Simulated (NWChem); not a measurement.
All runs are NWChem calculations. System: H2B, charge 0, spin multiplicity 2, at a geometry optimised with UPBE0/def2-SVP. The structure started from a generated list of species. Its SCF solution wasn't tested for a lower state. Level: ROCCSD(T)/def2-TZVP, 1 core orbitals frozen.

Input file:

```
start mol
memory heap 100 mb stack 700 mb global 1900 mb
geometry units angstroms nocenter noautoz
  B      0.000000     0.000000     0.147828
  H      1.088215     0.000000    -0.369570
  H     -1.088215     0.000000    -0.369570
  symmetry group C2v
end
basis spherical
  * library def2-tzvp
end
scf
  rohf
  nopen 1
  maxiter 100
  thresh 1e-7
  semidirect memsize 60000000 filesize 0
  # guess.movecs holds the orbitals of an unrestricted PBE0 run
  vectors input guess.movecs output mol.movecs
end
tce
  freeze core 1
  ccsd(t)
  2eorb
  2emet 13
  thresh 1e-6
  maxiter 100
  tilesize 24
end
task tce energy
```

Part of the output:

```
             Northwest Computational Chemistry Package (NWChem) 7.3.0
             --------------------------------------------------------

                                NWChem Input Module
                                -------------------

 Scaling coordinates for geometry "geometry" by  1.889725989
 (inverse scale =  0.529177249)

 Turning off AUTOSYM since
 SYMMETRY directive was detected!

                             Geometry "geometry" -> ""
                             -------------------------

 Output coordinates in angstroms (scale by  1.889725989 to convert to a.u.)

  No.       Tag          Charge          X              Y              Z
 ---- ---------------- ---------- -------------- -------------- --------------
    1 B                    5.0000     0.00000000     0.00000000     0.14782800
    2 H                    1.0000     1.08821500     0.00000000    -0.36957000
    3 H                    1.0000    -1.08821500     0.00000000    -0.36957000

 Effective nuclear repulsion energy (a.u.)       4.6348224837

            Nuclear Dipole moment (a.u.)
            ----------------------------
        X                 Y               Z
 ---------------- ---------------- ----------------
     0.0000000000     0.0000000000     0.0000000000

      Symmetry information
      --------------------

 Group name             C2v
 Group number             16
 Group order               4
 No. of unique centers     2

      Symmetry unique atoms

     1    2


 Summary of "ao basis" -> "" (spherical)
 ------------------------------------------------------------------------------
       Tag                 Description            Shells   Functions and Types
 ---------------- ------------------------------  ------  ---------------------
 *                         def2-tzvp                  on all atoms

 Summary of "ao basis" -> "ao basis" (spherical)
 ------------------------------------------------------------------------------
       Tag                 Description            Shells   Functions and Types
 ---------------- ------------------------------  ------  ---------------------
[...]
            Beta electrons :     3
           No. of orbitals :    86
            Alpha orbitals :    43
             Beta orbitals :    43
        Alpha frozen cores :     1
         Beta frozen cores :     1
     Alpha frozen virtuals :     0
      Beta frozen virtuals :     0
         Spin multiplicity : doublet
    Number of AO functions :    43
       Number of AO shells :    19
        Use of symmetry is : on
      Symmetry adaption is : on
         Schwarz screening : 0.10D-09

          Correlation Information
          -----------------------
          Calculation type : Coupled-cluster singles & doubles w/ perturbation
   Perturbative correction : (T)
            Max iterations :      100
        Residual threshold : 0.10D-05
     T(0) DIIS level shift : 0.00D+00
     L(0) DIIS level shift : 0.00D+00
     T(1) DIIS level shift : 0.00D+00
     L(1) DIIS level shift : 0.00D+00
     T(R) DIIS level shift : 0.00D+00
     T(I) DIIS level shift : 0.00D+00
   CC-T/L Amplitude update :  5-th order DIIS
                I/O scheme : Global Array Library
        L-threshold :  0.10D-05
        EOM-threshold :  0.10D-05
 no EOMCCSD initial starts read in
 TCE RESTART OPTIONS
 SLICE:      F
 D4D5:       F
 quantumc:   F
 qrotation:  F
 pwtce:      F
 qducc:      F
 nacto:                         0
 nrotv:                         0
 nrot:                          0

            Memory Information
            ------------------
          Available GA space size is     249033102 doubles
          Available MA space size is     104854196 doubles

 Maximum block size supplied by input
 Maximum block size        24 doubles

 tile_dim =     16

 -------------------------------------------------

 Global array virtual files algorithm will be used

 Parallel file system coherency ......... OK

 4-electron integrals stored in orbital form

 v2    file size   =           264337
 4-index algorithm nr.  13 is used
 imaxsize =       30
 imaxsize ichop =        0


CCSD iterations
 ---------------------------------------------------------
 Iter          Residuum       Correlation     Cpu    Wall
 ---------------------------------------------------------
    1   0.0914992471586  -0.0810387890524     0.1     0.1
    2   0.0271754120139  -0.0941149888956     0.1     0.1
    3   0.0097430256368  -0.0970325950272     0.1     0.1
    4   0.0038771576739  -0.0979144036744     0.1     0.1
    5   0.0016820779435  -0.0982140108738     0.1     0.1
    6   0.0003568589164  -0.0984058917798     0.1     0.1
    7   0.0001654380768  -0.0984051818236     0.1     0.1
    8   0.0000879343671  -0.0984067115271     0.1     0.1
    9   0.0000477716898  -0.0984076342702     0.1     0.1
   10   0.0000263555116  -0.0984080167306     0.1     0.1
   11   0.0000028576697  -0.0984085747989     0.1     0.1
   12   0.0000009538772  -0.0984087559956     0.1     0.1
 -----------------------------------------------------------------
 Iterations converged
 CCSD correlation energy / hartree =        -0.098408755995625
 CCSD total energy / hartree       =       -25.857111805282290

 Singles contributions

 Doubles contributions
 CCSD(T)
 Using plain CCSD(T) code
             total no. of tasks          379
 total no. of tasks / no. procs          379
                         wl_min            1           1.0
                         wl_max         4096           4.0
        thresh for no. of tasks          379

 CCSD[T]  correction energy / hartree =        -0.001966039782077
 CCSD[T] correlation energy / hartree =        -0.100374795777701
 CCSD[T] total energy / hartree       =       -25.859077845064366
 CCSD(T)  correction energy / hartree =        -0.001934612812446
 CCSD(T) correlation energy / hartree =        -0.100343368808071
 CCSD(T) total energy / hartree       =       -25.859046418094735

 Task  times  cpu:        1.5s     wall:        1.5s

 Total times  cpu:        1.5s     wall:        1.5s
```
